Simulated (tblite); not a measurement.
C₅H₇N₃S₂.
Cartesian coordinates in Å at the GFN2-xTB level; atoms count from 1:
```xyz
17
C5H7N3S2 angstrom
C      3.7563    0.4063    0.4065
S      2.8621   -0.7415   -0.6749
C      1.2232   -0.2779   -0.3228
C      0.1354   -0.9175   -0.9477
N     -1.0876   -0.5522   -0.6673
C     -1.2141    0.4428    0.2285
S     -2.8155    0.9694    0.6387
C     -3.7882   -0.1487   -0.4143
N     -0.2071    1.0588    0.8288
N      1.0075    0.6986    0.5538
H      3.4596    0.2267    1.4346
H      4.8122    0.2016    0.2645
H      3.5143    1.4238    0.1181
H      0.2694   -1.7157   -1.6649
H     -3.5266    0.0212   -1.4532
H     -4.8305    0.0920   -0.2357
H     -3.5773   -1.1757   -0.1362
```

Calculated harmonic vibrations of the isolated species, GFN2-xTB (tblite), most abundant isotopes, no scaling. Against measured fundamentals such values can be off by several per cent, at times by over 20. One conformer, not necessarily the lowest.

Harmonic wavenumbers (cm⁻¹): 42.8, 74.9, 94.5, 105.5, 118.1, 125.6, 178.6, 291.7, 292.3, 311.8, 349.0, 391.2, 411.4, 558.4, 619.7, 731.3, 734.0, 735.8, 806.2, 866.1, 946.3, 950.4, 951.3, 956.9, 1039.2, 1125.2, 1149.6, 1192.3, 1283.5, 1308.9, 1311.5, 1331.1, 1423.3, 1428.4, 1428.9, 1433.2, 1442.6, 1527.6, 3046.1, 3047.5, 3052.7, 3053.6, 3056.8, 3067.2, 3069.6.

A = 3453, B = 484.0, C = 426.8 MHz; mass 173.008 u (most abundant isotopes); point group Cs, symmetry number 1.

Question: Zero-point energy?

Answer: Half the sum of the wavenumbers: 25731 cm⁻¹ = 73.57 kcal/mol.

Question: Give the ideal-gas entropy at 298.15 K and 1 bar in the rigid-rotor, harmonic-oscillator model (classical rotation).

Answer: Translation 41.38, rotation 30.49, vibration 34.90: S = 106.8 cal/(mol K).

Question: And Cp and H(298.15 K) − H(0)?

Answer: Cp = 40.56 cal/(mol K), of which vibrations give 32.61 (their classical limit is 45 R = 89.4); H(298.15 K) − H(0) = 7.67 kcal/mol without the zero-point energy, 5.30 from vibrations.

Question: How do the functions run with temperature in this model?

Answer: 
| T (K) | S (cal/(mol K)) | Cp (cal/(mol K)) | H − H(0) (kcal/mol) | G − H(0) (kcal/mol) | ln q(vib) |
| --- | --- | --- | --- | --- | --- |
| 100 | 74.4 | 21.7 | 1.47 | -5.97 | 2.25 |
| 200 | 92.5 | 31.5 | 4.14 | -14.36 | 5.57 |
| 300 | 107.0 | 40.7 | 7.75 | -24.36 | 8.67 |
| 500 | 131.8 | 56.7 | 17.58 | -48.31 | 14.39 |
| 800 | 162.0 | 71.2 | 37.00 | -92.56 | 22.11 |
| 1000 | 178.5 | 77.2 | 51.89 | -126.65 | 26.73 |

q(vib) and H(0) count from the zero-point level.

Question: What must be added to the electronic energy to get the Gibbs energy at 298.15 K and 1 bar?

Answer: ZPE + [H(298.15 K) − H(0)] − T·S = 73.57 + 7.67 − 31.83 = 49.41 kcal/mol.

Question: Which modes carry the vibrational entropy at 298.15 K?

Answer: 42.8 cm⁻¹: 5.13; 74.9 cm⁻¹: 4.02; 94.5 cm⁻¹: 3.56; 105.5 cm⁻¹: 3.35; 118.1 cm⁻¹: 3.13; 125.6 cm⁻¹: 3.01 cal/(mol K); the other 39 give 12.70 together.

Hindered rotation and anharmonicity are outside this model. Other conformers, if any are populated, would add a mixing term that is left out.
